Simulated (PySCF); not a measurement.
# Ionisation energy of Hg by level of theory

Hg [Xe] 4f14 5d10 6s2 → Hg⁺ [Xe] 4f14 5d10 6s1 [6s1/2^1, M_J = 1/2], as a difference of total energies. All numbers are calculated (PySCF 2.14, the two-component X2C-1e Hamiltonian, in x2c-TZVPall-2c with one added diffuse shell each of s, p, d type (12s12p11d2f, 117 functions)). Correlated levels: [Kr] 4d10 4f14 frozen; the 34 highest virtual spinors dropped. "Screened" scales the spin-orbit matrix elements by Boettger's factors to mimic the two-electron term; Breit and QED terms are absent.

```
                    method  ionisation energy (eV)  error (eV)
           GHF (spin-free)                   8.517      -1.921
          GMP2 (spin-free)                  10.265      -0.173
 GHF (screened spin-orbit)                   8.540      -1.898
GMP2 (screened spin-orbit)                  10.295      -0.143
```

Reference: 10.438 eV (measured; NIST Atomic Spectra Database, ionization energies).

Errors of the correlated levels include the incompleteness of this basis and the frozen core.
